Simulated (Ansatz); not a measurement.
Consider the ligand exchange at the Si–S bond: `[SiH3]SS` + `[OH][In]([Cl])[Cl]` → `[SiH3][O][In]([Cl])[Cl]` + `SS`.

Computed with Ansatz on PBE0-D4/def2-TZVP structures; ΔE is electronic, products minus reactants. CBS: MP2 limit from def2 TZ/QZ plus the TZ coupled-cluster correction, frozen cores. This one scheme is used for every species. DFT in def2-TZVPP. B3LYP here is the variant with VWN-RPA as its local correlation; programs differ in this. HSE06 is defined as in plane-wave codes. def2 core potentials past Kr. For In outer-core shells are correlated without core-valence functions, which leaves a few kJ/mol of doubt a bond. One conformer a species, not always the lowest.

`[SiH3]SS`:

Cartesian coordinates in Å:
```
Si -0.840 -0.297 -0.479
S -0.074 1.314 0.709
S 1.548 0.306 1.494
H -1.146 -1.467 0.380
H 0.152 -0.680 -1.514
H -2.078 0.218 -1.119
H 2.438 0.604 0.529
```

`[OH][In]([Cl])[Cl]`:

```xyz
5

O     0.650   -0.114   -1.426
In   -0.266    0.215    0.276
Cl    0.071   -1.223    2.048
Cl   -1.660    2.020    0.489
H     1.205   -0.898   -1.387
```

`[SiH3][O][In]([Cl])[Cl]`:

Z-matrix (Å, degrees):
```
Si
O 1 1.638
H 1 1.486 2 109.4
H 1 1.490 2 111.2 3 -120.2
H 1 1.487 2 109.6 3 119.6
In 2 1.950 1 136.8 3 123.6
Cl 6 2.288 2 118.1 1 -179.9
Cl 6 2.296 2 119.8 1 0.1
```

`SS`:

Cartesian coordinates in Å:
```
S -1.080 -0.315 -0.023
S 0.540 0.813 -0.560
H -0.508 -1.533 -0.085
H 1.048 1.035 0.668
```

```tsv
level	ΔE (kJ/mol)	difference from CCSD(T)/CBS
LDA (SPW92)	-24.9	18.1
PBE-D4	-21.9	21.1
revPBE-D4	-19.5	23.5
BLYP-D4	-34.0	9.0
r2SCAN-D4	-35.8	7.2
B97M-V	-41.1	1.9
PBE0-D4	-30.2	12.8
B3LYP-D4	-40.7	2.3
r2SCANh-D4	-37.5	5.5
HSE06-D4	-30.0	13.0
BHLYP-D4	-51.2	-8.2
CAM-B3LYP-D4	-48.4	-5.4
ωB97X-V	-42.4	0.6
ωB97M-V	-40.9	2.1
B2PLYP	-44.2	-1.2
PBE-QIDH	-38.9	4.1
PBE	-23.3	19.7
BLYP	-37.5	5.5
r2SCAN	-35.8	7.2
PBE0	-31.2	11.8
r2SCANh	-37.5	5.5
r2SCAN0	-39.8	3.2
HSE06	-30.8	12.2
BHLYP	-53.0	-10.0
CAM-B3LYP	-49.3	-6.3
LC-ωPBE	-39.4	3.6
RPA@PBE/def2-TZVPP	-47.7	-4.7
HF/def2-SVP	-63.7	-20.7
MP2/def2-SVP	-47.7	-4.7
CCSD/def2-SVP	-51.7	-8.7
CCSD(T)/def2-SVP	-49.3	-6.3
HF/def2-TZVPP	-66.3	-23.3
MP2/def2-TZVPP	-42.2	0.8
CCSD/def2-TZVPP	-49.6	-6.6
CCSD(T)/def2-TZVPP	-45.3	-2.3
HF/def2-QZVPP	-68.8	-25.8
MP2/def2-QZVPP	-41.8	1.2
HF/CBS(def2)	-69.2	-26.2
MP2/CBS(def2)	-39.9	3.1
CCSD/CBS(def2)	-47.3	-4.3
CCSD(T)/CBS	-43.0	0
```

Largest T1 diagnostic among the species: 0.014.

In def2-TZVPP, CCSD(T) changes the Hartree–Fock value by +21.0 kJ/mol (the triples alone add +4.2 kJ/mol) and MP2 by +24.1 kJ/mol. From BLYP to BHLYP (50 % exact exchange), in def2-TZVPP and without D4, ΔE moves by −15.5 kJ/mol. Leaving LDA and LC-ωPBE aside and taking each functional with its dispersion term where it has one, the values spread over 31.7 kJ/mol, from BHLYP-D4 to revPBE-D4.
